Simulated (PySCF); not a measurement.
# Fractional electron number in Fe²⁺ (iron, charge +2)

The 3d beta orbital of [Ar] 3d6 is emptied in steps (occupation f), with all orbitals relaxed, ending at [Ar] 3d5. All numbers are calculated (PySCF 2.14, the spin-free X2C one-electron Hamiltonian (Gaussian nucleus), in jorge-DZP-DKH (8s6p2d1f, 43 functions)). The exact energy is a straight line in f; departures are measured from the line between the end points of the same method.

| f | PBE0 (eV) | r2SCAN (eV) | LC-wPBE (eV) |
| --- | --- | --- | --- |
| 1 | 0.000 | 0.000 | 0.000 |
| 0.8 | -0.872 | -1.180 | -0.460 |
| 0.6 | -1.314 | -1.773 | -0.698 |
| 0.4 | -1.319 | -1.776 | -0.706 |
| 0.2 | -0.883 | -1.184 | -0.476 |
| 0 | 0.000 | 0.000 | 0.000 |

| method | E(f=0) − E(f=1) (eV) | −ε at f=1 (eV) | −ε at f=0.4 (eV) |
| --- | --- | --- | --- |
| PBE0 | 31.046 | 25.622 | 32.119 |
| r2SCAN | 30.839 | 23.478 | 32.311 |
| LC-wPBE | 31.398 | 28.554 | 31.947 |

Orbital energy along the path (eV):

```tsv
f	PBE0	r2SCAN	LC-wPBE
1	-25.622	-23.478	-28.554
0.8	-27.756	-26.402	-29.643
0.6	-29.922	-29.345	-30.775
0.4	-32.119	-32.311	-31.947
0.2	-34.342	-35.283	-33.157
0	-36.573	-38.214	-34.399
```

Reference removal energy between the ground levels: 30.651 ± 0.012 eV (measured; NIST Atomic Spectra Database, ionization energies). The calculation has no spin-orbit coupling. The determinant left behind need not be the lowest term of the ion.
